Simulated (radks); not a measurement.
Neutral oxygen, configuration [He] 2s2 2p3 6p1 (not the ground configuration).

All-electron calculation, Dirac Kohn-Sham, LDA (Slater exchange, Perdew-Wang correlation), spin-unpolarised, spherical densities, finite nucleus; open shells fill j = l - 1/2 first; Fermi nuclear charge, rms radius 2.6991 fm. Program: a radial shooting solver on a logarithmic mesh with Libxc functionals.

Energy parts (hartree):
part                      energy
total                  -73.94067
kinetic                 73.73072
electron-nucleus      -172.31981
Hartree                 31.99042
exchange-correlation    -7.34200

Orbitals (lengths in bohr, moments of r in powers of bohr; r(max) is where P^2 peaks):
orbital,occ.,eigenvalue (hartree),r(max)
1s1/2,2,-19.42746,0.1298
2s1/2,2,-1.41013,0.8567
2p1/2,2,-0.86701,0.7761
2p3/2,1,-0.86538,0.7771
6p1/2,1,-0.01457,40.79
6p3/2,0,-0.01457,40.79

The highest occupied level is 6p1/2 at -0.397 eV. Summed over all electrons, <r^2> = 1498 bohr^2, which gives a Langevin (diamagnetic) susceptibility term of -1.19e+03 x 10^-6 cm^3/mol. The electron density at the nucleus is 318.5 e/bohr^3.
